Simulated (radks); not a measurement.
Radial electron density D(r) = 4 pi r^2 rho(r) of an atom or ion with 20 electrons. Method: Dirac Kohn-Sham, PBE, spin-unpolarised, spherical densities, finite nucleus; Fermi nuclear charge, rms radius of each element as measured or else 0.836 A^(1/3) + 0.57 fm; computed with a radial shooting solver on a logarithmic mesh with Libxc functionals.

```
   r/bohr * D(r) (the largest magnitude, 29.7, reaches the edge; | marks zero)
 0.004173 |  *
 0.005434 |    *
 0.007019 |      *
  0.00914 |          *
   0.0119 |               *
  0.01537 |                      *
  0.02002 |                              *
  0.02586 |                                       *
  0.03367 |                                              *
  0.04349 |                                                  *
  0.05664 |                                                *
  0.07316 |                                           *
  0.09526 |                                      *
   0.1231 |                                       *
   0.1602 |                                                *
    0.207 |                                                      *
   0.2695 |                                                *
   0.3509 |                               *
   0.4533 |                  *
   0.5903 |                *
   0.7625 |                    *
   0.9929 |                 *
    1.283 |         *
     1.67 |   *
    2.157 |*
    2.809 |*
    3.629 *
    4.725 *
    6.104 *
```

What is the nuclear charge?

Answer. Z = 23. The innermost maximum, from 1s, lies near gamma/Z bohr with gamma = sqrt(1 - (Z/c)^2) = 0.986, here 0.0429 bohr (found: 0.0460), and its height grows with Z. The density is that of the vanadium ion V3+ in [Ar] 3d1.5 4s0.5; the configuration itself is not fixed sharply by these data, and Z only to about a unit. D(r) has 3 maxima, at r = 0.0460, 0.214, 0.806 bohr, and minima at 0.103, 0.532 bohr, inside which lie 2.14, 10.46 electrons.
